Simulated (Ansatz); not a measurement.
Coupled-cluster diagnostics for (HMg-mu-OH)2 (Mg2O2H4), Ansatz.

Geometry of the singlet (PBE-D4/def2-SVP):

Cartesian coordinates in Å:
```
Mg 0.005 -0.811 -1.244
H 0.011 -1.746 -2.678
O -1.253 0.262 -0.176
Mg -0.005 0.811 1.244
H -0.010 1.747 2.678
O 1.254 -0.261 0.175
H -2.193 0.457 -0.307
H 2.193 -0.459 0.308
```

Correlated methods freeze 4 core orbitals; core or outer-core shells of Mg are correlated, in sets that lack core-valence functions.

(1) Estimate the CCSD(T) correlation energy, the shares of MP2 and (T), T1 and the reference's ⟨S²⟩ for: charge 0, singlet, own geometry in def2-TZVPP; and the rough time on 4 threads of Intel Xeon Platinum 8375C on a shared host.

Results:

(1) 
```tsv
state	basis	correlation (eV)	MP2 share (%)	(T) share (%)	T1	⟨S²⟩ (pure)	wall time
charge 0, singlet, own geometry	def2-TZVPP	-26.290	94.9	2.2	0.009	0.00 (0.00)	74 s
```
Customary marks for T1 are 0.02 (closed shells), 0.045 (open shells) and about 0.05 (3d metals). T1 stays under 0.02 throughout.
